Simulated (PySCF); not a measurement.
Electron correlation in Sn²⁺ (tin, charge +2)

[Kr] 4d10 5s1 5p1, high-spin 3P determinant (an excited configuration). All numbers are calculated (PySCF 2.14, scalar relativity through the core potential, in aug-cc-pwCVTZ-PP with ECP28MDF (8s7p6d4f1g, 96 functions)). Frozen: 4s2 4p6 4d10; 2 electrons correlated.

With two correlated electrons CCSD is exact within the correlated space (frozen core and kept virtual orbitals).

```tsv
level	correlation energy (mhartree)
CCSD	-3.53
```

Diagnostics: T1 = 0.0024, D1 = 0.0041, largest double amplitude 0.029.

Problem. Is a single reference adequate?

Solution. Yes, within this model without spin-orbit coupling: T1 lies below 0.03 and no double amplitude reaches 0.07.
